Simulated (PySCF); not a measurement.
# Dipole response of O (oxygen, neutral)

[He] 2s2 2p4, high-spin 3P determinant. All numbers are calculated (PySCF 2.14, the spin-free X2C one-electron Hamiltonian (Gaussian nucleus), in aug-cc-pCVQZ-DK). Coupled (time-dependent) response in atomic units; α is the mean over directions.

| method | mean α (bohr³) | α xx, yy, zz | C₆ (like pair) | S(−4) |
| --- | --- | --- | --- | --- |
| UHF | 4.745 | 4.543, 5.149, 4.543 | 13.85 | 10.02 |
| PBE | 5.775 | 5.345, 6.635, 5.345 | 17.69 | 17.37 |
| PBE0 | 5.371 | 5.036, 6.041, 5.036 | 16.19 | 14.05 |
| M06 | 5.361 | 5.024, 6.033, 5.024 | 15.82 | 14.83 |
| wB97X | 5.470 | 5.116, 6.178, 5.116 | 16.57 | 14.59 |

S(−4) is the Cauchy moment in α(ω) = α(0) + S(−4) ω² + …

Reference α: 5.3 ± 0.2 bohr³ (recommended; Schwerdtfeger and Nagle, table of static dipole polarizabilities (2023 update)). Published C₆: 15.60 (Chu and Dalgarno (2004); Tang, Norbeck and Certain (1976)).

α(iu) at PBE:

```json
{"u (hartree)": "0", "α(iu) (bohr³)": "5.775"}
{"u (hartree)": "0.0500", "α(iu) (bohr³)": "5.732"}
{"u (hartree)": "0.100", "α(iu) (bohr³)": "5.609"}
{"u (hartree)": "0.200", "α(iu) (bohr³)": "5.193"}
{"u (hartree)": "0.300", "α(iu) (bohr³)": "4.672"}
{"u (hartree)": "0.500", "α(iu) (bohr³)": "3.659"}
{"u (hartree)": "0.750", "α(iu) (bohr³)": "2.692"}
{"u (hartree)": "1.00", "α(iu) (bohr³)": "2.033"}
{"u (hartree)": "1.50", "α(iu) (bohr³)": "1.262"}
{"u (hartree)": "2.00", "α(iu) (bohr³)": "0.8564"}
{"u (hartree)": "3.00", "α(iu) (bohr³)": "0.4666"}
{"u (hartree)": "5.00", "α(iu) (bohr³)": "0.2006"}
```

A single London oscillator, α(iu) = α/(1 + u²/ω²), gives C₆ = (3/4) ω α². Matching the computed C₆ needs ω = 4 × 17.69 / (3 × 5.775²) = 0.707 hartree.

The components differ because the open shell of this determinant is not spherical; for a pure term their mean is the scalar polarisability.
